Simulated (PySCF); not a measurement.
# Electron correlation in Ca⁺ (calcium, charge +1)

[Ar] 4s1, 2S determinant. Computed with PySCF 2.14 in x2c-TZVPPall (6s5p3d, 36 functions), with scalar relativity by spin-free X2C-1e. Frozen: [Ne]; 9 electrons correlated.

```json
{"level": "CCSD", "correlation energy (mhartree)": "-191.10"}
{"level": "(T)", "correlation energy (mhartree)": "-2.86"}
{"level": "CCSD(T)", "correlation energy (mhartree)": "-193.96"}
{"level": "CCSDT", "correlation energy (mhartree)": "-194.21"}
```

Diagnostics: T1 = 0.0078, D1 = 0.0327, largest double amplitude 0.022.

Cost of the coupled-cluster step: about 1 core-seconds, for 9 correlated electrons.

This basis was not built for core-valence correlation, so the inner-shell part is incomplete.
